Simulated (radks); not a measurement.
The lead ion Pb3+, 79 electrons, occupied as [Xe] 4f14 5d10 6s1 (the NIST ground configuration).

Calculated with a radial shooting solver on a logarithmic mesh with Libxc functionals: scalar-relativistic Kohn-Sham, SCAN, spin-unpolarised, spherical densities, finite nucleus; meta-GGA in the generalised Kohn-Sham scheme; Fermi nuclear charge, rms radius 5.5012 fm.

Energy parts (eV):
part                       energy
total                  -568100.60
kinetic                 641690.46
electron-nucleus      -1415762.21
Hartree                 216504.72
exchange-correlation    -10533.57

Orbitals (lengths in bohr, moments of r in powers of bohr):
1s: occ. 2; eigenvalue (eV) -88207.78; <r^2> 0.0003575; <r^4> 3.540e-07
2s: occ. 2; eigenvalue (eV) -15831.23; <r^2> 0.005418; <r^4> 0.00005101
2p: occ. 6; eigenvalue (eV) -13583.57; <r^2> 0.004617; <r^4> 0.00004238
3s: occ. 2; eigenvalue (eV) -3835.699; <r^2> 0.03480; <r^4> 0.001826
3p: occ. 6; eigenvalue (eV) -3187.673; <r^2> 0.03609; <r^4> 0.002042
3d: occ. 10; eigenvalue (eV) -2524.231; <r^2> 0.02997; <r^4> 0.001574
4s: occ. 2; eigenvalue (eV) -897.4606; <r^2> 0.1664; <r^4> 0.03982
4p: occ. 6; eigenvalue (eV) -684.1350; <r^2> 0.1905; <r^4> 0.05347
4d: occ. 10; eigenvalue (eV) -435.9517; <r^2> 0.2142; <r^4> 0.07222
5s: occ. 2; eigenvalue (eV) -175.5672; <r^2> 0.8208; <r^4> 0.9682
4f: occ. 14; eigenvalue (eV) -163.0501; <r^2> 0.2467; <r^4> 0.1193
5p: occ. 6; eigenvalue (eV) -116.6620; <r^2> 1.074; <r^4> 1.713
5d: occ. 10; eigenvalue (eV) -49.9792; <r^2> 1.869; <r^4> 5.780
6s: occ. 1; eigenvalue (eV) -37.4429; <r^2> 4.851; <r^4> 33.95

The highest occupied level is 6s at -37.443 eV. Summed over all electrons, <r^2> = 39.33 bohr^2, which gives a Langevin (diamagnetic) susceptibility term of -31.1 x 10^-6 cm^3/mol.
